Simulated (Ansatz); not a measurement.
CH4BO, SMILES `C[B-]O` (excited triplet; C–B–O–H torsion 0°) (charge -1, multiplicity 3). This triplet is an excited state, 0.84 eV above the relaxed singlet at the level frozen-core CCSD(T)/aug-cc-pVDZ // B3LYP-D3(BJ)/def2-TZVPD (Ansatz, a first-principles code).

The numbers are results of B3LYP/aug-cc-pVTZ // B3LYP-D3(BJ)/def2-TZVPD run with Ansatz, not measurements.

Ansatz 0.2 input:
```yaml
crystal:
  periodic: [false, false, false]
  atoms:
    - { symbol: C, position_ang: [-0.815323, 0.013196, 0.014479] }
    - { symbol: B, position_ang: [0.546592, -0.746505, 0.171465] }
    - { symbol: O, position_ang: [1.815569, -0.361586, 0.04878] }
    - { symbol: H, position_ang: [-1.425499, -0.489705, -0.74938] }
    - { symbol: H, position_ang: [-1.377089, -0.055493, 0.957192] }
    - { symbol: H, position_ang: [-0.727973, 1.068304, -0.256154] }
    - { symbol: H, position_ang: [1.983724, 0.57179, -0.186381] }
basis:
  gaussian: { orbitals: aug-cc-pVTZ }
hamiltonian:
  xc: b3lyp
total_charge: -1
magnetization:
  spin_polarized: true
  initial_magnetization: 2
```

Output:

```
Functional definition: B3LYP
907 factors; their error is unknown
mean field evaluation 1: about -3822.5628 eV, gradient 2.8e1 eV
mean field evaluation 2: about -3820.4489 eV, gradient 3.3e1 eV
mean field evaluation 4: about -3826.4023 eV, gradient 3.3e0 eV
mean field evaluation 8: about -3826.4382 eV, gradient 2.6e-2 eV
mean field evaluation 16: about -3826.4209 eV, gradient 4.4e-4 eV
mean field evaluation 32: about -3826.0724 eV, gradient 1.8e0 eV
a density is far from that of the atoms, so the factors are made again for it
1356 factors; integrals over basis functions are off by at most 1.0e-3 eV
mean field evaluation 64: about -3826.4209 eV, gradient 1.4e-4 eV
mean field -3826.42092751 eV, -140.6183754448 hartree, gradient 1.9e-5 eV, S^2 2.001709; 0 other end points of the search recorded, 0 dependent functions left out
reference -3826.42111919 eV, -140.6183824889 hartree; 13, 11 occupied and 217, 219 virtual orbitals, 1356 factors
Total energy: -3826.42111919 eV, -140.6183824889 hartree
```
